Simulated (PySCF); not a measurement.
# CH7NO3Si

CH7NO3Si is a small molecule, neutral, singlet. The structure, one conformer, was relaxed in the gas phase by PBE0-D3(BJ)/def2-SVP. No frequency run checks that it is a minimum.

SMILES: OC(O)(O)N[SiH3]

Coordinates in Å:
```
C1      0.144    0.417    0.839
N2     -0.783   -0.233   -0.024
Si3    -0.347   -0.859   -1.589
O4     -0.539    1.356    1.576
O5      1.154    0.977    0.045
O6      0.779   -0.417    1.748
H7     -1.615   -0.564    0.452
H8      0.859   -1.746   -1.557
H9     -0.091    0.222   -2.589
H10    -1.525   -1.661   -2.032
H11     0.012    1.545    2.347
H12     0.752    1.700   -0.454
H13     1.423   -0.946    1.262
```

Shieldings: GIAO PBE0/pcSseg-1. Shifts are against computed references at the same level: C TMS (σ 184.4 ppm), H TMS (σ 31.27 ppm), Si TMS (σ 352.0 ppm). Core levels by delta-SCF with SCAN, pcX-2 on the ionised atom and pcseg-1 elsewhere, spin-free X2C; from the vacuum level, for chosen atoms.

(1) Give the shieldings and core levels atom by atom.

(2) By CAM-B3LYP/def2-SVPD (TDDFT singlets, Tamm-Dancoff triplets, ionisation by delta-SCF), where does absorption start, and what does vertical ionisation take?

Answers

(1) 
```json
{"atoms": "C1", "bonded to": "1 N + 3 O", "σ (ppm)": "72.0", "δ (ppm)": "112.4", "core level (eV)": "1s 296.27"}
{"atoms": "N2", "bonded to": "1 C + 1 Si + 1 H", "σ (ppm)": "205.8", "δ (ppm)": "-", "core level (eV)": "1s 404.80"}
{"atoms": "Si3", "bonded to": "1 N + 3 H", "σ (ppm)": "416.2", "δ (ppm)": "-64.2", "core level (eV)": "-"}
{"atoms": "O4", "bonded to": "1 C + 1 H", "σ (ppm)": "208.8", "δ (ppm)": "-", "core level (eV)": "1s 539.36"}
{"atoms": "O5", "bonded to": "1 C + 1 H", "σ (ppm)": "199.6", "δ (ppm)": "-", "core level (eV)": "1s 539.29"}
{"atoms": "O6", "bonded to": "1 C + 1 H", "σ (ppm)": "209.8", "δ (ppm)": "-", "core level (eV)": "1s 539.24"}
{"atoms": "H7", "bonded to": "1 N", "σ (ppm)": "29.95", "δ (ppm)": "1.32", "core level (eV)": "-"}
{"atoms": "H8 H9 H10", "bonded to": "1 Si", "σ (ppm)": "26.73", "δ (ppm)": "4.54", "core level (eV)": "-"}
{"atoms": "H11", "bonded to": "1 O", "σ (ppm)": "28.98", "δ (ppm)": "2.29", "core level (eV)": "-"}
{"atoms": "H12", "bonded to": "1 O", "σ (ppm)": "29.18", "δ (ppm)": "2.09", "core level (eV)": "-"}
{"atoms": "H13", "bonded to": "1 O", "σ (ppm)": "29.02", "δ (ppm)": "2.25", "core level (eV)": "-"}
```

Values are those of this one static structure, with the three H of a rotating XH3 group averaged; atoms that internal rotation interchanges would show their mean in an NMR spectrum.

(2) The lowest singlet lies at 6.51 eV (f 0.003), the strongest of the first 6 at 7.51 eV (f 0.027), the lowest triplet at 6.28 eV; vertical ionisation takes 9.76 eV.

The 3 runs behind this took 97 s in all, one thread each of Arm Neoverse V1 on a shared host, launched as `OMP_NUM_THREADS=1 python cluster_run.py task.json out`.
